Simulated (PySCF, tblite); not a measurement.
Species: C₃H₁₂OSi₄.
Structure used (GFN2-xTB), in Å, numbered top down from 1:
```xyz
20
C3H12OSi4 angstrom
C     -2.3704    1.9040    0.4084
C     -1.4744    0.9638    0.1032
C     -1.6349    0.1806   -1.1077
O     -0.7756   -0.5562   -1.5410
Si     0.1073    0.5179    1.0623
Si    -0.2770   -1.5690    2.0078
Si     1.8627    0.7276   -0.4619
Si     2.1351   -1.0357   -1.9349
H     -3.2255    2.1140   -0.2197
H     -2.2654    2.5118    1.2910
H     -2.6046    0.2812   -1.6349
H      0.0913    1.5466    2.1297
H     -1.5048   -1.6504    2.8082
H      0.8242   -1.9342    2.9038
H     -0.3789   -2.6240    0.9991
H      1.6893    2.0021   -1.1869
H      3.0830    0.9784    0.3307
H      3.5652   -1.2760   -2.1836
H      1.5460   -0.7856   -3.2479
H      1.6023   -2.2864   -1.3966
```

Theory: PBE0/pcSseg-1 in PySCF (dipole) on a GFN2-xTB geometry, gas phase.

Masses are those of the commonest isotopes; rigid-rotor values at the optimised geometry. The values belong to one conformer with, in the numbering `[CH2:1]=[C:2]([CH:3]=[O:4])[Si@@H:5]([SiH3:6])[SiH2:7][SiH3:8]`, C1–C2–C3–O4 170°, C1–C2–Si5–Si6 110°, C2–Si5–Si7–Si8 -79°.

Task: Give the principal moments of inertia and the rotational constants in cm⁻¹.

Result: Ia = 447.30, Ib = 700.37, Ic = 825.82 u·Å²; 505379 MHz·u·Å²/I gives 1130, 721.6 and 612.0 MHz, that is A = 0.03769, B = 0.02407, C = 0.02041 cm⁻¹.

Task: What kind of rotor is it?

Result: An asymmetric top: κ = (2 × 721.6 − 1130 − 612.0)/(1130 − 612.0) = -0.58.

Task: Is it planar, by Δ = Ic − Ia − Ib?

Result: Not planar: Δ = Ic − Ia − Ib = -321.85 u·Å². For a rigid frame Δ = −2 Σ m c², so Σ m c² = 160.92 u·Å² lies off the ab plane: 26.70 from hydrogen and 134.22 from heavier atoms. The atom farthest from that plane is 2.39 Å away.

Task: Give the other two planar moments, Paa and Pbb, and the rms extents of the mass along the axes.

Result: Paa = Σ m a² = (Ib + Ic − Ia)/2 = 539.44 and Pbb = Σ m b² = (Ia + Ic − Ib)/2 = 286.37 u·Å². With the mass M = 176.00 u, the rms extents √(P/M) along a, b and c are 1.75, 1.28, 0.96 Å.

Task: Which types of transition are allowed, and where do some lines up to J = 4 fall?

Result: The dipole components are |μa| = 2.98 D, |μb| = 1.49 D, |μc| = 0.71 D. Intensities carry the squares of the components, which stand as 1.00 : 0.25 : 0.06 (a : b : c). Some lines, for components of 0.1 D or more:

| type | branch | J(Ka,Kc) | MHz | lower level (cm⁻¹) |
| --- | --- | --- | --- | --- |
| c | Q | 2(1,2) ← 2(0,2) | 318 | 0.133 |
| c | Q | 1(1,1) ← 1(0,1) | 408 | 0.044 |
| a | Q | 3(1,2) ← 3(1,3) | 656 | 0.271 |
| b | Q | 4(2,2) ← 4(1,3) | 1142 | 0.477 |
| b | Q | 2(2,0) ← 2(1,1) | 1244 | 0.154 |
| b | R | 1(1,1) ← 0(0,0) | 1742 | 0.000 |
| c | R | 1(1,0) ← 0(0,0) | 1851 | 0.000 |
| b | Q | 4(2,3) ← 4(1,4) | 1966 | 0.441 |
| c | Q | 4(3,2) ← 4(2,2) | 2117 | 0.515 |
| a | R | 2(1,1) ← 1(1,0) | 2777 | 0.062 |
| b | Q | 4(4,1) ← 4(3,2) | 3213 | 0.585 |
| b | R | 4(2,2) ← 3(3,1) | 3250 | 0.406 |
| b | R | 3(0,3) ← 2(1,2) | 3609 | 0.143 |
| a | R | 3(1,3) ← 2(1,2) | 3825 | 0.143 |
| a | R | 3(2,1) ← 2(2,0) | 4074 | 0.196 |
| c | R | 2(2,1) ← 1(1,1) | 4111 | 0.058 |
| a | R | 4(1,4) ← 3(1,3) | 5082 | 0.271 |
| b | R | 4(1,4) ← 3(0,3) | 5298 | 0.264 |
| a | R | 4(2,2) ← 3(2,1) | 5484 | 0.332 |
| c | R | 3(2,2) ← 2(1,2) | 5554 | 0.143 |
| b | R | 3(3,1) ← 2(2,0) | 6308 | 0.196 |
| c | R | 3(3,0) ← 2(2,0) | 6310 | 0.196 |
| c | R | 4(2,3) ← 3(1,3) | 7048 | 0.271 |
| b | R | 4(2,2) ← 3(1,3) | 7306 | 0.271 |
| b | R | 4(4,0) ← 3(3,1) | 8580 | 0.406 |

Task: Estimate the classical rotational partition function at 25 K, 100 K and 500 K.

Result: Point group C1, symmetry number σ = 1; q = (√π/σ)·√((kT/h)³/(ABC)), k/h = 20836.6 MHz/K: 29800 at 25 K, 239000 at 100 K, 2670000 at 500 K.

Its lowest GFN2-xTB frequency is 14i cm⁻¹, too small to tell a flat minimum from a shallow saddle. Zero-point vibration and centrifugal distortion are left out. A rigid rotor knows nothing of internal rotation, which can split or shift real lines.

The run took 3.6 min wall, 2.7 min CPU (grids of density and orbitals included) on one thread of an Intel Xeon at 2.50 GHz, no GPU (shared host), and the process peaked at 1.0 GiB of memory. This is the PBE0/pcSseg-1 job that gave the dipole, with the shieldings it also computed.
